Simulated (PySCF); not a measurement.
Job file and geometry (Å, from PBE0-D3(BJ)/def2-SVP) of an NMR shielding run on SMILES BC(C)(C)CCC=C, C7H15B, GIAO wB97X-D/pcSseg-1 NMR shielding, non-relativistic, gas phase in PySCF; density fitting, a coarse starting grid and PySCF grid level 2 are the driver's defaults:

```
$ OMP_NUM_THREADS=1 python probes_run.py task.json out

{"job": {"kind": "nmr", "xc": "wB97X-D", "basis": "pcSseg-1", "pop": false}, "charge": 0, "multiplicity": 1}
B     -1.713520     1.240839    -0.876504
C     -1.263590     0.259826     0.254058
C     -2.415498    -0.766060     0.094635
C     -1.310785     0.845633     1.664820
C      0.068324    -0.443289    -0.031676
C      1.281074     0.487094    -0.060323
C      2.538054    -0.212630    -0.467761
C      3.636800    -0.328556     0.279167
H     -2.513221     2.120889    -0.645124
H     -1.359406     1.058671    -2.022181
H     -2.272753    -1.582213     0.824107
H     -3.403853    -0.320466     0.293018
H     -2.435669    -1.225184    -0.907252
H     -2.290292     1.303027     1.872587
H     -1.135650     0.063061     2.424413
H     -0.549880     1.626722     1.813155
H      0.242060    -1.234820     0.721182
H     -0.004700    -0.958995    -1.005766
H      1.429013     0.960122     0.923977
H      1.077303     1.306790    -0.776419
H      2.524978    -0.675937    -1.463657
H      4.519969    -0.863460    -0.079851
H      3.694659     0.112532     1.280385
```

Question: What does the program print?

Answer: 
```
coarse grid: 17992 points
cycle   1  E = -300.3590099273  dE =  8.371e-01  |g| = 2.952e-01  |ddm| = 3.942e+00
cycle   2  E = -300.3797671085  dE = -2.076e-02  |g| = 1.765e-01  |ddm| = 4.406e-01
cycle   3  E = -300.3875797479  dE = -7.813e-03  |g| = 3.855e-02  |ddm| = 1.702e-01
cycle   4  E = -300.3879965745  dE = -4.168e-04  |g| = 1.284e-02  |ddm| = 5.488e-02
cycle   5  E = -300.3880380965  dE = -4.152e-05  |g| = 2.478e-03  |ddm| = 1.345e-02
cycle   6  E = -300.3880400228  dE = -1.926e-06  |g| = 9.527e-04  |ddm| = 4.125e-03
final grid: 170248 points
cycle   7  E = -300.4405174768  dE = -2.667e-04  |g| = 4.522e-03  |ddm| = 5.346e-02
cycle   8  E = -300.4405222987  dE = -4.822e-06  |g| = 3.170e-03  |ddm| = 1.131e-02
cycle   9  E = -300.4405246895  dE = -2.391e-06  |g| = 7.522e-04  |ddm| = 3.104e-03
cycle  10  E = -300.4405248857  dE = -1.962e-07  |g| = 2.948e-04  |ddm| = 1.442e-03
cycle  11  E = -300.4405249111  dE = -2.547e-08  |g| = 7.689e-05  |ddm| = 3.013e-04
cycle  12  E = -300.4405249153  dE = -4.206e-09  |g| = 2.855e-05  |ddm| = 1.663e-04
cycle  13  E = -300.4405249160  dE = -6.472e-10  |g| = 1.223e-05  |ddm| = 5.343e-05
converged SCF energy = -300.4405249160

GIAO shielding tensors (ppm)
atom      isotropic    diamagn.    paramagn.     s11        s22        s33       span
  0 B       20.965     196.304    -175.340    -45.693     -5.569    114.157    159.850
  1 C      149.109     246.307     -97.198    128.785    145.788    172.753     43.968
  2 C      168.778     247.742     -78.963    142.867    170.216    193.253     50.386
  3 C      158.963     247.196     -88.233    136.070    158.927    181.894     45.824
  4 C      138.289     250.940    -112.651    121.251    127.266    166.349     45.098
  5 C      146.718     248.540    -101.822    128.511    146.014    165.630     37.119
  6 C       34.980     255.475    -220.495    -92.287     44.728    152.499    244.786
  7 C       61.651     253.194    -191.543    -53.206     85.241    152.919    206.125
  8 H       24.574      31.508      -6.933     18.421     27.227     28.076      9.655
  9 H       24.374      31.219      -6.845     17.532     27.369     28.219     10.687
 10 H       30.389      30.475      -0.085     27.364     28.221     35.584      8.220
 11 H       31.012      29.790       1.221     26.147     28.330     38.560     12.413
 12 H       30.987      30.810       0.177     26.084     28.736     38.140     12.056
 13 H       30.112      30.939      -0.827     25.979     27.631     36.726     10.748
 14 H       30.646      31.444      -0.798     27.299     28.537     36.100      8.801
 15 H       29.752      31.766      -2.014     24.751     29.158     35.348     10.597
 16 H       30.416      34.977      -4.561     26.955     30.932     33.361      6.406
 17 H       29.747      35.332      -5.586     25.088     30.418     33.735      8.647
 18 H       29.302      34.279      -4.978     24.443     30.768     32.694      8.251
 19 H       29.710      32.663      -2.953     25.642     29.727     33.762      8.120
 20 H       25.326      30.763      -5.437     22.735     24.521     28.722      5.987
 21 H       26.172      27.101      -0.929     23.300     24.995     30.220      6.920
 22 H       26.040      30.862      -4.822     22.658     25.169     30.294      7.636
```

Question: Turn these shieldings into chemical shifts. δ = σ(ref) − σ, references computed at the same level: ¹¹B (σref 101.61) against BF3·OEt2; ¹³C (σref 184.54) and ¹H (σref 31.38) against TMS.

Answer: Averaging equivalent atoms: B 0: 80.6; C 6: 149.6; C 7: 122.9; C 4: 46.2; C 5: 37.8; C 1: 35.4; C 2/3: 20.7; H 8/9: 6.91; H 20: 6.05; H 22: 5.34; H 21: 5.21; H 18/19: 1.87; H 16/17: 1.30; H 10/11/12/13/14/15: 0.90 ppm. 

Size and cost of the density-fitted run: 211 basis functions, 2.3 min wall time on 1 thread of an Intel Xeon, shared host; peak memory 1.2 GiB.
